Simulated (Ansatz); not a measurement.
Ansatz (an electronic-structure program) input:
A basis named .json is the Basis Set Exchange file of that set.

Ansatz 0.2 input:
```yaml
crystal:
  periodic: [false, false, false]
  atoms:
    - {symbol: Si, position_ang: [-0.22315935, -0.51189497, 0.10115785]}
    - {symbol: O, position_ang: [-0.80993088, 1.22472079, -0.14369015]}
    - {symbol: O, position_ang: [1.36029592, -0.48926452, -0.10404122]}
    - {symbol: H, position_ang: [-0.89445455, -1.11971689, -1.04089982]}
    - {symbol: H, position_ang: [-0.73600010, -0.70089972, 1.45915862]}
    - {symbol: H, position_ang: [-0.77813300, 1.67228433, -1.00685801]}
    - {symbol: H, position_ang: [2.03844476, -0.43855315, 0.57758705]}
    - {symbol: H, position_ang: [-0.90854652, 1.86976478, 0.57665319]}
basis:
  gaussian:
    orbitals: cc-pV_T+d_Z.json
total_charge: 1
magnetization: {spin_polarized: false}
correlation: {method: ccsd_t, electrons: outside_noble_gas}
```

Problem. What final total energy does it print?

Solution. -442.12151 Eh (CCSD(T)/cc-pV(T+d)Z). The basis has 169 functions.

It need not be the lowest isomer of its formula.
